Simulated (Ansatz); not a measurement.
**What each rung costs, and what it gives**

Saddle point of GaH$_{3}$Cl$_{2}$O, singlet (GaHCl₂ ([Cl][GaH][Cl]) + H₂O → GaHCl₂O ([OH][Ga]([Cl])[Cl]) + H₂; bonds formed: H2–H5; dative contacts that become bonds: Ga1–O6; bonds broken: Ga1–H2, H5–O6), PBE0-D4/def2-TZVP structure:

Ga1  (0.133, -0.612, -0.264)
H2  (0.974, 0.929, -0.694)
Cl3  (-0.650, -1.583, -1.978)
Cl4  (1.222, -1.669, 1.232)
H5  (0.197, 1.212, -0.138)
O6  (-0.918, 0.824, 0.441)
H7  (-0.958, 0.900, 1.401)
(Å)

Barriers are electronic and count from the start structure reached by relaxing down the imaginary mode.

Program: Ansatz 0.2.0. Basis: as named in each row. Cores are frozen in the correlated methods. Filled d shells of the heavier atoms are correlated. The def2 sets are not built for correlating such inner shells, so the correlated values are less sure here. B3LYP uses VWN-RPA correlation. Extrapolation: Hartree–Fock as exp(−7.88 √X), correlation as X^−2.97.

Times are rough, for one single point on 4 threads of a shared host (Arm Neoverse V2).

The estimate by CCSD(T) at an estimated basis limit (MP2 extrapolated from triple and quadruple zeta, plus CCSD(T) − MP2 in triple zeta) is 143.7 kJ/mol.

| method | basis | time (s) | barrier (kJ/mol) | method less estimate |
| --- | --- | --- | --- | --- |
| HF | STO-3G | under 1 | 314.5 | 170.7 |
| SPW92 | def2-SVP | under 1 | 106.8 | -36.9 |
| PBE-D4 | STO-3G | under 1 | 175.6 | 31.9 |
| PBE-D4 | def2-SVP | under 1 | 118.5 | -25.2 |
| B3LYP-D4 | 6-31G | under 1 | 152.7 | 9.0 |
| PBE0-D4 | def2-SVP | under 1 | 137.3 | -6.4 |
| SPW92 | def2-TZVPP | under 1 | 107.8 | -36.0 |
| PBE-D4 | def2-TZVPP | 1 | 118.1 | -25.6 |
| BLYP-D4 | def2-TZVPP | 1 | 125.7 | -18.0 |
| B3LYP-D4 | def2-TZVPP | 2 | 137.4 | -6.3 |
| BHLYP-D4 | def2-TZVPP | 2 | 154.7 | 11.0 |
| PBE0-D4 | def2-TZVPP | 2 | 133.5 | -10.2 |
| CAM-B3LYP-D4 | def2-TZVPP | 2 | 141.7 | -2.0 |
| CCSD(T) | def2-SVP | 3 | 147.9 | 4.2 |
| RPA on PBE | def2-TZVPP | 3 | 138.2 | -5.6 |
| r2SCAN-D4 | def2-TZVPP | 3 | 126.3 | -17.4 |
| PBE-QIDH | def2-TZVPP | 3 | 140.5 | -3.2 |
| B2PLYP | def2-TZVPP | 3 | 138.2 | -5.5 |
| r2SCAN0-D4 | def2-TZVPP | 4 | 138.3 | -5.5 |
| wB97M-V | def2-SVP | 4 | 146.7 | 3.0 |
| wB97X-V | def2-TZVPP | 6 | 142.9 | -0.9 |
| B97M-V | def2-TZVPP | 6 | 139.6 | -4.1 |
| wB97M-V | def2-TZVPP | 6 | 144.7 | 1.0 |
| MP2 | def2-QZVPP | 12 | 138.0 | -5.8 |
| CCSD(T) | def2-TZVPP | 62 | 141.7 | -2.1 |

All methods are single points on the PBE0-D4 structures.

No T1 diagnostic of these runs exceeds 0.012.

The step is the kind of ligand exchange by which a precursor binds to a hydroxyl group, or is hydrolysed, in atomic layer deposition of oxides.

Labels in which every atom is bracketed show which atoms are joined, not bond orders.
